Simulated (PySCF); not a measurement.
# Worked example for 2-fluoropyridine: proton affinity at atom N7

Structure: `Fc1ccccn1` (C5H4FN). Non-hydrogen atoms are numbered in `[F:1][c:2]1[cH:3][cH:4][cH:5][cH:6][n:7]1`. These are map numbers, not IUPAC locants.

Level of theory: ωB97X-D3(BJ)/def2-TZVP single points in PySCF, grid level 2; every species was optimised with PBE0-D3(BJ)/def2-SVP. Zero-point and thermal terms (298.15 K, 1 bar) come from unscaled PBE0-D3(BJ)/def2-SVP harmonic frequencies, with soft modes damped to free rotors in the entropy.

Step: `Fc1cccc[nH+]1` → `Fc1ccccn1` + H⁺.

| species | charge | multiplicity | E / Eh |
| --- | --- | --- | --- |
| `Fc1cccc[nH+]1` | 1 | 1 | -348.125957 |
| `Fc1ccccn1` | 0 | 1 | -347.772391 |

Thermal terms, products less reactant: Δ(H − E) = -30.07 kJ/mol, Δ(G − E) = -61.99 kJ/mol (the bare proton has no electronic energy, H = 5/2 RT). 1 Eh = 2625.50 kJ/mol.

Task: What are ΔE, ΔH and ΔG of this step?

Result: ΔE = 0.353566 Eh = 928.29 kJ/mol; ΔH = 898.2 kJ/mol; ΔG = 866.3 kJ/mol, all in the gas phase at 298.15 K and 1 bar. The digits show the arithmetic; the method itself can be off by 10 kJ/mol or more.
